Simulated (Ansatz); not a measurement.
Isolated molecules relaxed with PBE0-D4/def2-TZVP in Ansatz; ΔE leaves out vibrations. CBS: MP2 limit from def2 TZ/QZ plus the TZ coupled-cluster correction, frozen cores. This one scheme is used for every species, atoms too. For atomizations the MP2-based limit and the directly extrapolated one differ by several kJ/mol either way, and by 10 to 25 for some Ge, Se and Sn compounds, so smaller differences from it don't rank the levels. DFT in def2-TZVPP. Open shells (•) are unrestricted, without spin–orbit coupling. Spin–orbit coupling would lower the free atoms: a little for C, Cl, Si. One conformer a species, not always the lowest.

`ClC[SiH]1CC1` → 3 C• + Cl• + 7 H• + Si•  (atomization)

`ClC[SiH]1CC1`:

Z-matrix (Å, degrees):
```
C
Si 1 1.873
Cl 1 1.789 2 110.4
H 1 1.090 2 112.4 3 119.6
H 1 1.090 2 110.6 3 -119.1
C 2 1.838 1 119.0 3 91.6
C 2 1.845 1 118.4 3 149.0
H 2 1.477 1 114.0 3 -60.4
H 6 1.085 2 119.7 1 -148.7
H 6 1.086 2 119.3 1 -3.3
H 7 1.086 2 119.9 1 1.5
H 7 1.085 2 119.5 1 147.5
```

Task: What is ΔE at CCSD(T)/CBS? (An estimate is asked.)

Result: Ansatz gave: +4368.8 kJ/mol.

Task: What do these levels give: PBE0-D4, r2SCAN0, CCSD/def2-SVP, HF/def2-TZVPP, HF/def2-QZVPP, MP2/def2-QZVPP? (Estimate.)

Result: Ansatz gave: PBE0-D4 4404.5, r2SCAN0 4340.1, CCSD/def2-SVP 4087.8, HF/def2-TZVPP 3237.0, HF/def2-QZVPP 3242.2, MP2/def2-QZVPP 4382.9 kJ/mol.

Largest T1 diagnostic among the species: 0.012.

From BLYP to BHLYP (50 % exact exchange), in def2-TZVPP and without D4, ΔE moves by −47.2 kJ/mol: exact exchange takes away binding that semilocal exchange gives to molecules. Leaving LDA and LC-ωPBE aside and taking each functional with its dispersion term where it has one, the values, not all of them listed here, spread over 193.8 kJ/mol, from BHLYP-D4 to PBE-D4. LDA lies +552.2 kJ/mol from PBE without D4, its usual overbinding. At CCSD(T), def2-SVP lies −236.7 kJ/mol from the extrapolated value and def2-TZVPP −108.3 kJ/mol: correlation converges slowly with the basis, and small sets miss more of it in the bonded molecule than in its fragments.
